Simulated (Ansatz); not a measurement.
Geometry optimisation, RKS r2SCAN-D4/def2-SVP (Ansatz).

Input:

```yaml
crystal:
  periodic: [false, false, false]
  atoms:
    - { symbol: Si, position_ang: [0.0, 0.0, 0.0] }
    - { symbol: H, position_ang: [0.0, 0.0, 1.81] }
    - { symbol: O, position_ang: [1.5842, 0.0, -0.5594] }
    - { symbol: H, position_ang: [1.9006, -0.9521, -0.6761] }
    - { symbol: O, position_ang: [-0.7913, 1.3709, -0.5594] }
    - { symbol: H, position_ang: [-1.7491, 1.1401, -0.7818] }
    - { symbol: H, position_ang: [-0.6877, -1.1914, -0.4862] }
    - { symbol: O, position_ang: [1.0384, 1.566, 0.6243] }
    - { symbol: H, position_ang: [1.8153, 1.2522, 1.1883] }
    - { symbol: H, position_ang: [0.5308, 0.8005, 1.7351] }
basis:
  gaussian: { orbitals: def2-SVP }
hamiltonian:
  xc: r2scan
  dispersion: d4
relax:
  f_tol: 0.15
  max_steps: 25
  restrain:
    - { distance: [0, 7], at: 2.88, k: 30.0 }
    - { distance: [9, 1], at: 1.86, k: 30.0 }
    - { distance: [0, 1], at: 1.46, k: 30.0 }
    - { distance: [9, 7], at: 1.01, k: 30.0 }
output:
  orbitals: {}
```

Launched with:

```bash
$ ansatz run input.yaml --threads 2 --pin off --max-ram 3072MiB --backend cpu --events-out ev --progress --plain --runs-dir out
```

Question: Where does it end, and by what steps?

Answer: It converged. The restraints hold the end off the free minimum; the threshold counts their pulls, which the force column leaves out. Restrained pairs: Si1–O8 (1.98 → 2.88 Å), H2–H10 (0.96 → 1.87 Å), Si1–H2 (1.81 → 1.47 Å), O8–H10 (1.44 → 0.98 Å). After 12 steps the energy has fallen by 4.011 eV (the restraints' own energy left out); O8 moved furthest, 0.92 Å.

| step | energy less start (eV) | largest force component (eV/Å) | accepted |
| --- | --- | --- | --- |
| 0 | 0.0000 | 6.195 | yes |
| 1 | -1.2516 | 5.581 | yes |
| 2 | -2.2832 | 5.155 | yes |
| 3 | -3.0932 | 3.840 | yes |
| 4 | -3.6316 | 2.399 | yes |
| 5 | -3.8086 | 1.895 | yes |
| 6 | -3.9253 | 1.080 | yes |
| 7 | -3.9530 | 0.891 | yes |
| 8 | -3.9809 | 0.775 | yes |
| 9 | -4.0086 | 0.736 | yes |
| 10 | -3.9167 | 2.155 | no |
| 11 | -4.0093 | 0.805 | yes |
| 12 | -4.0105 | 0.749 | yes |

```xyz
10
Properties=species:S:1:pos:R:3
Si -0.199 -0.156 0.117
H -0.260 -0.074 1.581
O 1.429 -0.242 -0.259
H 1.687 -0.659 -1.089
O -1.010 1.121 -0.559
H -1.487 0.933 -1.374
H -0.835 -1.417 -0.385
O 1.345 1.896 1.426
H 1.914 1.410 0.808
H 1.056 1.174 2.029
```

The run took 35 s on 2 threads of Arm Neoverse V1, with other jobs on the host, peak memory 0.14 GiB.
